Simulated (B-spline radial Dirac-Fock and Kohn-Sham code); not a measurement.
**Tc³⁶⁺: eigenvalues, ΔSCF and the reference**

System: technetium as Tc³⁶⁺, configuration [He] 2s2 2p3.

The density-functional columns are spherical, spin-unpolarised Dirac-Kohn-Sham results without Breit or QED terms: −ε is minus the orbital energy of the initial state and ΔSCF the difference of two total energies. The reference in the last column comes from Dirac-Fock (average of configuration) total-energy differences with a finite nucleus, the Breit interaction including its frequency dependence, and self-energy and vacuum-polarisation corrections. All numbers are from a radial atomic solver, in eV; a selection of levels is shown. For the 1s level of heavy atoms much of the gap between ΔSCF and the reference is the Breit and QED part, -55.2 eV here; for other levels the error of the functional can be larger.

```csv
level,LDA −ε,LDA ΔSCF,Dirac-Fock
1s,23469.2,23795.6,23734.4
2s,5249.0,5329.3,5330.1
2p,5007.6,5101.3,5098.5
```

Values without a named source are computed, but for edge energies of neutral atoms, which are taken from tables.
